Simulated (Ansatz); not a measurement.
Cl$_{2}$H$_{3}$O$_{3}$Ta, SMILES `[OH][Ta]([OH])([OH])([Cl])[Cl]` at its PBE0-D4/def2-TZVP geometry, where that method's forces vanish. The species carries charge 0 and has multiplicity 1. Ta takes the def2 core potential.

```xyz
9

O     0.1339    0.0951    1.7815
Ta    0.1705    0.1430   -0.1126
O    -1.1527    1.4412   -0.1647
O    -0.8755   -1.0467   -1.1533
Cl    1.7577   -1.6576    0.0404
Cl    1.7557    1.4523   -1.1655
H     0.6438   -0.5648    2.2591
H    -1.8546    2.0867   -0.1854
H    -0.5788   -1.9490   -1.2996
```

(1) What forces (eV/Å) does r2SCAN-D4/def2-TZVPP give on these atoms in Ansatz 0.2.0? (Best estimate.)

Results:

(1) Ansatz gave: 
```
O1  -0.049  0.043  0.208
Ta2  0.209 -0.086 -0.039
O3  -0.180  0.155  0.003
O4  -0.162 -0.084 -0.120
Cl5  0.083 -0.107  0.013
Cl6  0.096  0.100 -0.072
H7   0.021 -0.026  0.005
H8  -0.036  0.033 -0.001
H9   0.019 -0.028  0.002
```
